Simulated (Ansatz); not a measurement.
**Reading a saddle point**

A first-order saddle point of CH₈GaN, singlet, PBE0-D4/def2-TZVP, with one imaginary mode of 1511i cm⁻¹:

Ga1  (0.454, -0.976, 0.469)
C2  (0.697, 0.922, -0.702)
H3  (0.656, -2.148, -0.546)
H4  (1.197, -0.759, 1.827)
H5  (-0.520, 0.477, -0.160)
N6  (-1.413, -0.295, 0.497)
H7  (0.398, 1.003, -1.750)
H8  (0.713, 1.914, -0.245)
H9  (1.747, 0.593, -0.720)
H10  (-1.804, 0.044, 1.365)
H11  (-2.125, -0.775, -0.035)
(Å)

Computed with Ansatz 0.2.0 (basis: def2-TZVPP and def2-QZVPP); correlated methods freeze the cores. Filled d shells of the heavier atoms are correlated. The def2 sets are not built for correlating such inner shells, so the correlated values are less sure here. Extrapolation: Hartree–Fock as exp(−7.88 √X), correlation as X^−2.97.

Which contacts change along the imaginary mode, and what lies on either side? (A judgement: the text doesn't fix the answer.)

Computed: The step is CH₅Ga ([CH3][GaH2]) + NH₃ → GaNH₄ ([NH2][GaH2]) + CH₄, with the molecules in contact on both sides. Shortening one way: Ga1–N6, C2–H5; lengthening the same way: Ga1–C2, H5–N6.
```
  pair  one side (Å)  saddle (Å)  other side (Å)
Ga1–N6          2.16        1.99            1.82
 C2–H5          3.33        1.41            1.09
Ga1–C2          1.99        2.24            3.40
 H5–N6          1.01        1.35            3.19
```

Which side is lower, and how far does the saddle lie above each? (To be estimated.)

The calculation gives: The side with Ga1–C2, H5–N6 short is lower by 15.1 kJ/mol; the saddle lies 163.2 kJ/mol above it and 148.2 kJ/mol above the other (CCSD(T) at an estimated basis limit (MP2 extrapolated from triple and quadruple zeta, plus CCSD(T) − MP2 in triple zeta); electronic energies).

No T1 diagnostic of these runs exceeds 0.014.

The step is the kind of exchange with an N–H group that builds nitride films in atomic layer and chemical vapour deposition.

Labels in which every atom is bracketed show which atoms are joined, not bond orders.

For scale, one of the runs: CCSD(T)/def2-TZVPP, 222 basis functions, launched by `ansatz run in.yaml --threads 4 --pin off --events-out ev --progress --plain --max-ram 9574MiB`. Hardware: 4 CPU threads of an AMD EPYC, shared host. Wall time 3 min; peak host memory 3.5 GiB.
